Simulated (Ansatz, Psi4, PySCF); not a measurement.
Molecule: SiNH4, charge 0, multiplicity 2. SMILES: [NH][SiH3]
Structure (B3LYP-D3(BJ)/def2-TZVP (Ansatz, a quantum-chemistry and plane-wave program) minimum search):
```
Si
N 1 1.7545
H 2 1.0233 1 112.94
H 1 1.4766 2 109.05 3 -171.64
H 1 1.4867 4 109.54 2 -122.57
H 1 1.4875 4 109.53 5 -119.05
```
Charge 0, spin multiplicity 2.

Wanted: size of the dipole moment, in D. Terms: no dispersion term unless named; non-relativistic; UHF or UKS for open shells; no spin-orbit coupling; 6-311+G** with 5d, 6d on Na to Ar in Ansatz; LANL2DZ with its own core potentials from Na on; 6-31G* and kin with 6d, 5d where marked. First-principles rows: single points at B3LYP-D3(BJ) geometries (Ansatz).

```csv
level,program,size of the dipole moment (D)
SVWN5/6-31G*,Ansatz,1.68
PBE/STO-3G,Ansatz,1.49
BLYP/6-31G*,Ansatz,1.54
BP86/def2-SVP,PySCF,1.44
BP86/6-31G* (5d),PySCF,1.56
B3LYP/LANL2DZ,Ansatz,2.12
B3LYP/6-31G,Ansatz,2.00
B3LYP/6-31G*,Ansatz,1.57
B3LYP/6-31+G*,Ansatz,1.74
wB97X-D/6-311+G**,Psi4,1.72
```

No value to compare with is used here. The 10 habitual levels span 1.44 (BP86/def2-SVP) to 2.12 D (B3LYP/LANL2DZ).

The levels are drawn from those run, B3LYP/6-31G* more often than the rest, none by its result; left out are runs that failed, that the program found above a lower state of the same kind, or whose <S^2> lies over 0.5 above the pure value.
